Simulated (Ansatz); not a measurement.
Reaction (isomerisation): `Cl[SiH2]CBr` → `[SiH3]C(Cl)Br`

Gas-phase electronic energies from Ansatz, PBE0-D4/def2-TZVP geometries. CCSD(T)/CBS adds triple-zeta CCSD(T) − MP2 to the extrapolated MP2 energy (def2 sets, frozen cores). DFT in def2-TZVPP. B3LYP here is the variant with VWN-RPA as its local correlation; programs differ in this. For Br outer-core shells are correlated without core-valence functions, which leaves a few kJ/mol of doubt a bond. Scalar relativity is left out up to krypton. Each species was taken in one conformer, which may not be the lowest.

**Question.** Is it downhill or uphill in electronic energy at CCSD(T)/CBS, and by how much? (Best estimate.)

**Answer.** Computed: Uphill: ΔE = +172.9 kJ/mol.

**Question.** What do these levels give: PBE-D4, B3LYP-D4, MP2/def2-TZVPP, SCS-MP2/def2-TZVPP, HF/CBS(def2), MP2/CBS(def2)? (Estimate.)

**Answer.** The calculation gave: PBE-D4 163.3, B3LYP-D4 170.1, MP2/def2-TZVPP 175.0, SCS-MP2/def2-TZVPP 172.6, HF/CBS(def2) 188.4, MP2/CBS(def2) 176.3 kJ/mol.

Largest T1 diagnostic among the species: 0.009.

From PBE to PBE0 (25 % exact exchange), in def2-TZVPP and without D4, ΔE moves by +8.9 kJ/mol. In def2-TZVPP, CCSD(T) changes the Hartree–Fock value by −16.4 kJ/mol (the triples alone add −3.7 kJ/mol) and MP2 by −13.0 kJ/mol.
